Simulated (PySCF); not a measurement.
**Electronic structure of Sc³⁺ (scandium, charge +3) at the B3LYP level**

Configuration: [Ar], closed-shell 1S. Computed with PySCF 2.14 in aug-cc-pVTZ (8s7p5d3f2g, 93 functions), with the non-relativistic Hamiltonian (point nucleus).

- Total energy: -758.987 hartree
- One-electron energy: -1016.694 hartree
- Hartree (Coulomb) energy: 295.806 hartree
- Exchange-correlation energy: -38.099 hartree
- Kinetic energy: 757.87449 hartree
- ⟨S²⟩: 0.0000
- ⟨L²⟩: 0.000
- Sum of ⟨r⟩: 11.61 bohr
- Sum of ⟨r²⟩: 12.58 bohr²
- Density at the nucleus (Gaussians lack the cusp): 6130 bohr⁻³
- Langevin diamagnetic susceptibility: -9.96 ×10⁻⁶ cm³/mol

```csv
shell,electrons,mean orbital energy (eV),"rms radius, mean of both spins (bohr)"
1s,2,-4433.7,0.0852
2s,2,-513.35,0.375
2p,6,-429.57,0.342
3s,2,-89.129,1.14
3p,6,-66.712,1.22
```
